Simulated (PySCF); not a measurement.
## How methods differ on the excitation energy of Ga

Ga [Ar] 3d10 4s2 4p1 (2P) → Ga [Ar] 3d10 4s1 4p2 (4P), as a difference of total energies. Computed with PySCF 2.14 in x2c-QZVPPall, with scalar relativity by spin-free X2C-1e. Correlated levels: valence: [Ar] 3d10 frozen; valence and next inner shell: [Ne] frozen. The calculations carry no spin-orbit coupling.

| method | excitation energy (eV) |
| --- | --- |
| UHF | 3.302 |
| LDA | 5.330 |
| PBE | 5.118 |
| PBE0 | 4.776 |
| r2SCAN | 4.661 |
| PW91 | 5.112 |
| B3LYP | 5.239 |
| r2SCAN0 | 4.501 |
| MP2 (valence) | 4.043 |
| SCS-MP2 (valence) | 4.330 |
| MP2 (valence and next inner shell) | 4.601 |
| SCS-MP2 (valence and next inner shell) | 4.808 |

Question: How much does correlation contribute at MP2 (valence and next inner shell)?

Answer: 4.601 − (3.302) = 1.299 eV, measured against UHF.
